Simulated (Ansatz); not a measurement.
Z-matrix (Å, degrees):
```
Ge
Si 1 2.379
Si 1 2.371 2 109.9
H 1 1.540 2 110.0 3 119.7
H 1 1.544 2 109.7 3 -122.2
H 2 1.487 1 110.8 3 178.8
H 2 1.487 1 109.6 3 58.6
H 2 1.486 1 109.7 3 -60.8
H 3 1.489 1 114.4 2 178.1
H 3 1.489 1 112.8 2 -55.7
```

Charge 0, multiplicity 2.

Task: List the PBE/def2-TZVPP orbital energies in eV (Ansatz). (Estimate.)

Result: The calculation gave: α occupied: -10804.43, -1780.01, -1779.72, -1337.82, -1191.24, -1191.23, -1191.23, -162.38, -137.72, -137.49, -113.82, -113.80, -113.80, -94.56, -94.41, -94.40, -94.23, -94.20, -94.20, -29.64, -29.63, -29.61, -29.58, -29.58, -14.56, -13.12, -12.10, -8.99, -8.83, -8.62, -8.24, -7.67, -7.04, -5.20. α empty: -1.02, -0.68, -0.48, -0.31, 0.15, 0.56, 0.76, 1.01. β occupied: -10804.43, -1779.93, -1779.72, -1337.82, -1191.24, -1191.23, -1191.23, -162.38, -137.63, -137.49, -113.82, -113.80, -113.80, -94.36, -94.34, -94.33, -94.23, -94.20, -94.20, -29.64, -29.63, -29.61, -29.58, -29.57, -14.46, -12.93, -11.87, -8.93, -8.78, -8.54, -8.18, -7.58, -6.95. β empty: -3.57, -0.85, -0.57, -0.39, -0.18, 0.46, 0.71, 0.85. ⟨S²⟩ = 0.754.
